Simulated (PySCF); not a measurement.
C2H7O (SMILES C[OH+]C), charge +1, singlet, geometry from GFN2-xTB, with bond 8-3 at 2.0 times its length; TPSS/STO-3G (PySCF).

Here is a job for PySCF.
```python
from pyscf import gto, scf, dft

mol = gto.M(
    atom='''
C    -0.00223143    1.21625181   -0.23715729
O     0.06253569   -0.00293426    0.54553241
C     0.01855330   -1.21299750   -0.25260614
H     0.03713273    2.06033938    0.44988519
H     0.87422661    1.24376925   -0.88384307
H    -0.90875310    1.26332016   -0.84164350
H     0.07242889   -2.06495723    0.42365030
H    -1.79274548   -1.32275898   -1.46287526
H     0.89528349   -1.21728810   -0.89949420
H    -0.68143921   -0.01335695    1.18350721
''',
    basis='sto-3g',
    charge=1,
    verbose=4,
)

mf = dft.RKS(mol)
mf.xc = 'tpss'
mf.diis = False
mf.damp = 0.6
mf.diis_start_cycle = 200
mf.max_cycle = 150
mf.kernel()
mf.analyze()
```

Write the output that PySCF gives for this input, abridged.


```
PySCF version 2.14.0

[INPUT] verbose = 4
[INPUT] num. atoms = 10
[INPUT] num. electrons = 26
[INPUT] charge = 1
[INPUT] spin (= nelec alpha-beta = 2S) = 0
[INPUT] symmetry False subgroup None
[INPUT] Mole.unit = angstrom
[INPUT] Symbol           X                Y                Z      unit          X                Y                Z       unit  Magmom
[...]
nuclear repulsion = 88.5749244495607
number of shells = 16
number of NR pGTOs = 66
number of NR cGTOs = 22
basis = sto-3g
ecp = {}

******** <class 'pyscf.dft.rks.RKS'> ********
method = RKS
initial guess = minao
damping factor = 0.6
level_shift factor = 0
DIIS disabled
SCF conv_tol = 1e-09
SCF conv_tol_grad = None
SCF max_cycles = 150
direct_scf = True
direct_scf_tol = 1e-13
XC library pyscf.dft.libxc version 7.1.2
    S. Lehtola, C. Steigemann, M. J. T. Oliveira, and M. A. L. Marques,  SoftwareX 7, 1–5 (2018)
XC functionals = tpss
    J. Tao, J. P. Perdew, V. N. Staroverov, and G. E. Scuseria,  Phys. Rev. Lett. 91, 146401 (2003)
    J. P. Perdew, J. Tao, V. N. Staroverov, and G. E. Scuseria,  J. Chem. Phys. 120, 6898 (2004)
    J. Tao, J. P. Perdew, V. N. Staroverov, and G. E. Scuseria,  Phys. Rev. Lett. 91, 146401 (2003)
    J. P. Perdew, J. Tao, V. N. Staroverov, and G. E. Scuseria,  J. Chem. Phys. 120, 6898 (2004)
radial grids:
    Treutler-Ahlrichs [JCP 102, 346 (1995); DOI:10.1063/1.469408] (M4) radial grids

becke partition: Becke, JCP 88, 2547 (1988); DOI:10.1063/1.454033
pruning grids: <function nwchem_prune>
grids dens level: 3
symmetrized grids: False
atomic radii adjust function: <function treutler_atomic_radii_adjust>
small_rho_cutoff = 0
Set gradient conv threshold to 3.16228e-05
Initial guess from minao.
tot grids = 110976
init E= -153.615061282169
[...]
cycle= 1 E= -153.243436138251  delta_E= 0.372  |g|= 0.214  |ddm|= 3.47
[...]
cycle= 2 E= -153.246491329696  delta_E= -0.00306  |g|= 0.169  |ddm|=  0.5
[...]
cycle= 3 E= -153.234740514805  delta_E= 0.0118  |g|= 0.236  |ddm|= 0.676
[...]
cycle= 4 E= -153.215712793434  delta_E= 0.019  |g|= 0.283  |ddm|= 0.913
[...]
cycle= 5 E= -153.18530312303  delta_E= 0.0304  |g|= 0.383  |ddm|= 1.17
[...]
cycle= 6 E= -153.159993912039  delta_E= 0.0253  |g|= 0.393  |ddm|= 1.43
[...]
cycle= 7 E= -153.135918346897  delta_E= 0.0241  |g|= 0.479  |ddm|= 1.59
[...]
cycle= 8 E= -153.125049819868  delta_E= 0.0109  |g|= 0.436  |ddm|= 1.72
[...]
cycle= 9 E= -153.122642321004  delta_E= 0.00241  |g|= 0.502  |ddm|= 1.76
[...]
cycle= 10 E= -153.118453478147  delta_E= 0.00419  |g|= 0.442  |ddm|= 1.78
[...]
cycle= 11 E= -153.12221889587  delta_E= -0.00377  |g|= 0.504  |ddm|= 1.78
[...]
cycle= 12 E= -153.118615113248  delta_E= 0.0036  |g|= 0.441  |ddm|= 1.78
[...]
cycle= 13 E= -153.122640662216  delta_E= -0.00403  |g|= 0.504  |ddm|= 1.78
[...]
cycle= 14 E= -153.118950933608  delta_E= 0.00369  |g|= 0.441  |ddm|= 1.78
[...]
cycle= 15 E= -153.122809111112  delta_E= -0.00386  |g|= 0.504  |ddm|= 1.78
[...]
cycle= 16 E= -153.119070286545  delta_E= 0.00374  |g|= 0.44  |ddm|= 1.78
[...]
cycle= 17 E= -153.122859023741  delta_E= -0.00379  |g|= 0.503  |ddm|= 1.78
[...]
cycle= 18 E= -153.119105342949  delta_E= 0.00375  |g|= 0.44  |ddm|= 1.78
[...]
cycle= 19 E= -153.122873474545  delta_E= -0.00377  |g|= 0.503  |ddm|= 1.78
[...]
cycle= 20 E= -153.119115704743  delta_E= 0.00376  |g|= 0.44  |ddm|= 1.78
[...]
cycle= 21 E= -153.122877917046  delta_E= -0.00376  |g|= 0.503  |ddm|= 1.78
[...]
cycle= 22 E= -153.11911895992  delta_E= 0.00376  |g|= 0.44  |ddm|= 1.78
[...]
cycle= 23 E= -153.122879367381  delta_E= -0.00376  |g|= 0.503  |ddm|= 1.78
[...]
cycle= 24 E= -153.11912003524  delta_E= 0.00376  |g|= 0.44  |ddm|= 1.78
[...]
cycle= 25 E= -153.122879856376  delta_E= -0.00376  |g|= 0.503  |ddm|= 1.78
[...]
cycle= 26 E= -153.119120399154  delta_E= 0.00376  |g|= 0.44  |ddm|= 1.78
[...]
cycle= 27 E= -153.122880023032  delta_E= -0.00376  |g|= 0.503  |ddm|= 1.78
[...]
cycle= 28 E= -153.1191205232  delta_E= 0.00376  |g|= 0.44  |ddm|= 1.78
[...]
[...]
[...]
cycle= 116 E= -153.119120587377  delta_E= 0.00376  |g|= 0.44  |ddm|= 1.78
[...]
cycle= 117 E= -153.122880109343  delta_E= -0.00376  |g|= 0.503  |ddm|= 1.78
[...]
cycle= 118 E= -153.119120587377  delta_E= 0.00376  |g|= 0.44  |ddm|= 1.78
[...]
cycle= 119 E= -153.122880109344  delta_E= -0.00376  |g|= 0.503  |ddm|= 1.78
[...]
cycle= 120 E= -153.119120587378  delta_E= 0.00376  |g|= 0.44  |ddm|= 1.78
[...]
cycle= 121 E= -153.122880109344  delta_E= -0.00376  |g|= 0.503  |ddm|= 1.78
[...]
cycle= 122 E= -153.119120587377  delta_E= 0.00376  |g|= 0.44  |ddm|= 1.78
[...]
cycle= 123 E= -153.122880109344  delta_E= -0.00376  |g|= 0.503  |ddm|= 1.78
[...]
cycle= 124 E= -153.119120587377  delta_E= 0.00376  |g|= 0.44  |ddm|= 1.78
[...]
cycle= 125 E= -153.122880109344  delta_E= -0.00376  |g|= 0.503  |ddm|= 1.78
[...]
cycle= 126 E= -153.119120587377  delta_E= 0.00376  |g|= 0.44  |ddm|= 1.78
[...]
cycle= 127 E= -153.122880109344  delta_E= -0.00376  |g|= 0.503  |ddm|= 1.78
[...]
cycle= 128 E= -153.119120587377  delta_E= 0.00376  |g|= 0.44  |ddm|= 1.78
[...]
cycle= 129 E= -153.122880109344  delta_E= -0.00376  |g|= 0.503  |ddm|= 1.78
[...]
cycle= 130 E= -153.119120587377  delta_E= 0.00376  |g|= 0.44  |ddm|= 1.78
[...]
cycle= 131 E= -153.122880109344  delta_E= -0.00376  |g|= 0.503  |ddm|= 1.78
[...]
cycle= 132 E= -153.119120587377  delta_E= 0.00376  |g|= 0.44  |ddm|= 1.78
[...]
cycle= 133 E= -153.122880109344  delta_E= -0.00376  |g|= 0.503  |ddm|= 1.78
[...]
cycle= 134 E= -153.119120587377  delta_E= 0.00376  |g|= 0.44  |ddm|= 1.78
[...]
cycle= 135 E= -153.122880109344  delta_E= -0.00376  |g|= 0.503  |ddm|= 1.78
[...]
cycle= 136 E= -153.119120587377  delta_E= 0.00376  |g|= 0.44  |ddm|= 1.78
[...]
cycle= 137 E= -153.122880109344  delta_E= -0.00376  |g|= 0.503  |ddm|= 1.78
[...]
cycle= 138 E= -153.119120587377  delta_E= 0.00376  |g|= 0.44  |ddm|= 1.78
[...]
cycle= 139 E= -153.122880109344  delta_E= -0.00376  |g|= 0.503  |ddm|= 1.78
[...]
cycle= 140 E= -153.119120587377  delta_E= 0.00376  |g|= 0.44  |ddm|= 1.78
[...]
cycle= 141 E= -153.122880109344  delta_E= -0.00376  |g|= 0.503  |ddm|= 1.78
[...]
cycle= 142 E= -153.119120587377  delta_E= 0.00376  |g|= 0.44  |ddm|= 1.78
[...]
cycle= 143 E= -153.122880109344  delta_E= -0.00376  |g|= 0.503  |ddm|= 1.78
[...]
cycle= 144 E= -153.119120587377  delta_E= 0.00376  |g|= 0.44  |ddm|= 1.78
[...]
cycle= 145 E= -153.122880109344  delta_E= -0.00376  |g|= 0.503  |ddm|= 1.78
[...]
cycle= 146 E= -153.119120587377  delta_E= 0.00376  |g|= 0.44  |ddm|= 1.78
[...]
cycle= 147 E= -153.122880109344  delta_E= -0.00376  |g|= 0.503  |ddm|= 1.78
[...]
cycle= 148 E= -153.119120587377  delta_E= 0.00376  |g|= 0.44  |ddm|= 1.78
[...]
cycle= 149 E= -153.122880109344  delta_E= -0.00376  |g|= 0.503  |ddm|= 1.78
[...]
cycle= 150 E= -153.119120587377  delta_E= 0.00376  |g|= 0.44  |ddm|= 1.78
SCF not converged.
SCF energy = -153.119120587377
**** SCF Summaries ****
Total Energy =                        -153.119120587377324
Nuclear Repulsion Energy =              88.574924449560697
One-electron Energy =                 -378.203315049710909
Two-electron Energy =                  136.509270012772873
Two-electron Coulomb Energy =          158.245303097778532
DFT Exchange-Correlation Energy =      -21.736033085005648
HOMO-LUMO gap [eV] =                     4.870810106846165
**** MO energy ****
[...]
 ** Mulliken pop on meta-lowdin orthogonal AOs  **
 ** Mulliken pop  **
[...]
 ** Mulliken atomic charges  **
charge of    0C =      0.00222
charge of    1O =      0.03506
charge of    2C =     -0.59179
charge of    3H =      0.11388
charge of    4H =      0.11196
charge of    5H =      0.10582
charge of    6H =      0.11988
charge of    7H =      0.67642
charge of    8H =      0.11960
charge of    9H =      0.30695

WARN: System has nonzero charge 1; the dipole moment is origin-dependent.
Location of origin: [0. 0. 0.]

Dipole moment(X, Y, Z, Debye): -6.13125, -0.40134, -2.60343
```

Convergence was not reached.
